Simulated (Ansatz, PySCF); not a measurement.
Ga(I)(OH)2 (GaH2IO2), SMILES [OH][Ga]([OH])[I].

Geometry optimised at B3LYP-D3(BJ)/def2-SVP. The structure was generated by enumeration; whether it is a known compound was not checked. The def2 effective core potentials stand for the cores of I; spin–orbit coupling is left out. One conformer was computed; it need not be the lowest.

Vertical ionisation energy (IE) and electron affinity (EA) in eV. Rows of orbital energies are one-electron estimates. Where ΔSCF, EOM or ADC give a negative EA the extra electron is unbound and the value depends on the basis.

| level | IE | EA |
|---|---|---|
| −ε(HOMO), −ε(LUMO), M06-2X/def2-TZVP (PySCF) | 9.18 | 0.74 |
| −ε(HOMO), −ε(LUMO), PBE/def2-TZVP (PySCF) | 6.80 | 2.45 |
| ΔSCF, CAM-B3LYP/def2-SVPD (Ansatz), final states of multiplicity 2 and 2 | 10.38 | 0.27 |
| ΔSCF, PBE/def2-SVPD (Ansatz), final states of multiplicity 2 and 2 | 9.94 | 0.44 |

### Question
What vertical singlet–triplet gap does ΔSCF give with CAM-B3LYP/def2-SVPD (Ansatz, a quantum-chemistry and plane-wave program) and with PBE/def2-SVPD (Ansatz)? (An estimate is asked for; the answer gives what the named calculation found.)

### Answer
4.92 and 4.46 eV (triplet above singlet where positive).
